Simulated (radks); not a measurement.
The numbers below are computed, except where a source is named.
Initial-state core-level shifts of the iron ion Fe+ when its valence configuration changes from [Ar] 3d6 4s1. Code: a radial shooting solver on a logarithmic mesh with Libxc functionals. Model: scalar-relativistic Kohn-Sham, SCAN, spin-polarised, spherical densities, finite nucleus; open shells are filled with parallel spins first; meta-GGA in the generalised Kohn-Sham scheme; Fermi nuclear charge, rms radius 3.7377 fm. Shifts are changes of the shell-averaged eigenvalues in eV (positive: less bound); the change of the density at the nucleus, which sets a Mossbauer isomer shift, is in e/bohr^3, on a base of 1.52e+04.

\begin{tabular}{lrrrrr}
valence & 2s & 2p & 3s & 3p & density at nucleus \\ \hline
3d6 4p1 & -1.313 & -1.315 & -1.456 & -1.463 & -8.306 \\
3d7 & +5.695 & +5.650 & +5.047 & +4.873 & -9.526 \\
3d6 4s0.5 4p0.5 & -0.640 & -0.641 & -0.719 & -0.723 & -4.353 \\
3d4 4s1 4p2 & -19.199 & -19.084 & -16.236 & -15.747 & +7.798 \\
3d5.5 4s1 4p0.5 & -4.035 & -4.011 & -3.579 & -3.479 & +1.517 \\
3d5 4p2 & -9.717 & -9.666 & -8.708 & -8.495 & -6.212 \\
3d5.5 4s0.5 4p1 & -4.682 & -4.658 & -4.287 & -4.188 & -3.038 \\
\end{tabular}
